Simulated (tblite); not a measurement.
Species: CH9NSSi2.
Structure used (GFN2-xTB), in Å, numbered top down from 1:
```xyz
14
CH9NSSi2 angstrom
C     -3.1102   -0.0440    0.2342
S     -1.6597   -0.7698   -0.5824
Si    -0.1275    0.1965    0.5601
N      1.3378   -0.3248   -0.1621
Si     2.9597   -0.0078    0.3602
H     -3.0960   -0.2939    1.2905
H     -3.1014    1.0331    0.1005
H     -3.9890   -0.4706   -0.2374
H     -0.3001    1.6438    0.4415
H     -0.2680   -0.2201    1.9565
H      1.2419   -0.9946   -0.9087
H      3.4365   -1.0736    1.2463
H      2.8927    1.2575    1.0839
H      3.7826    0.0678   -0.8452
```

Computed values, GFN2-xTB/tblite, gas phase, harmonic and unscaled. Errors from tens to a few hundred cm⁻¹ against measured bands are possible. Modes of hydrogen on silicon can be 10 to 20 % off. One conformer, not necessarily the lowest.

Harmonic wavenumbers (cm⁻¹): 28.5, 46.7, 71.6, 95.1, 125.7, 193.2, 213.8, 308.2, 507.3, 525.6, 553.5, 573.2, 585.2, 723.5, 733.7, 736.1, 757.9, 792.3, 802.7, 825.6, 949.6, 960.7, 1005.4, 1199.4, 1324.1, 1457.8, 1462.5, 2221.3, 2233.2, 2264.9, 2270.4, 2293.7, 3029.9, 3032.6, 3059.6, 3470.5.

A = 9769, B = 902.4, C = 846.8 MHz; mass 122.999 u (most abundant isotopes); point group C1, symmetry number 1.

**Question.** Zero-point energy?

**Answer.** ½Σν̃ = 20718 cm⁻¹ = 59.23 kcal/mol.

**Question.** What is S at 273.15 K and 1 bar for an ideal gas of classical rigid rotors and harmonic oscillators?

**Answer.** Translation 39.93, rotation 27.90, vibration 29.63: S = 97.5 cal/(mol K).

**Question.** And Cp and H(273.15 K) − H(0)?

**Answer.** Cp = 33.57 cal/(mol K), of which vibrations give 25.63 (their classical limit is 36 R = 71.5); H(273.15 K) − H(0) = 6.03 kcal/mol without the zero-point energy, 3.86 from vibrations.

**Question.** How do the functions run with temperature in this model?

**Answer.** 
```json
{"T (K)": "150", "S (cal/(mol K))": "80.7", "Cp (cal/(mol K))": "23.3", "H − H(0) (kcal/mol)": "2.53", "G − H(0) (kcal/mol)": "-9.58", "ln q(vib)": "4.41"}
{"T (K)": "250", "S (cal/(mol K))": "94.6", "Cp (cal/(mol K))": "31.7", "H − H(0) (kcal/mol)": "5.27", "G − H(0) (kcal/mol)": "-18.37", "ln q(vib)": "7.20"}
{"T (K)": "298.15", "S (cal/(mol K))": "100.5", "Cp (cal/(mol K))": "35.5", "H − H(0) (kcal/mol)": "6.89", "G − H(0) (kcal/mol)": "-23.07", "ln q(vib)": "8.45"}
{"T (K)": "400", "S (cal/(mol K))": "111.9", "Cp (cal/(mol K))": "42.3", "H − H(0) (kcal/mol)": "10.87", "G − H(0) (kcal/mol)": "-33.89", "ln q(vib)": "10.98"}
{"T (K)": "600", "S (cal/(mol K))": "131.0", "Cp (cal/(mol K))": "51.8", "H − H(0) (kcal/mol)": "20.35", "G − H(0) (kcal/mol)": "-58.25", "ln q(vib)": "15.58"}
{"T (K)": "900", "S (cal/(mol K))": "153.8", "Cp (cal/(mol K))": "60.7", "H − H(0) (kcal/mol)": "37.34", "G − H(0) (kcal/mol)": "-101.12", "ln q(vib)": "21.64"}
```

q(vib) and H(0) count from the zero-point level.

**Question.** What must be added to the electronic energy to get the Gibbs energy at 273.15 K and 1 bar?

**Answer.** ZPE + [H(273.15 K) − H(0)] − T·S = 59.23 + 6.03 − 26.62 = 38.64 kcal/mol.

**Question.** Which modes carry the vibrational entropy at 273.15 K?

**Answer.** 28.5 cm⁻¹: 5.76; 46.7 cm⁻¹: 4.78; 71.6 cm⁻¹: 3.94; 95.1 cm⁻¹: 3.38; 125.7 cm⁻¹: 2.84; 193.2 cm⁻¹: 2.04 cal/(mol K); the other 30 give 6.90 together.

Hindered rotation and anharmonicity are outside this model. Other conformers, if any are populated, would add a mixing term that is left out. The structure is chiral; the term R ln 2 for an equal mix with its mirror image is left out.
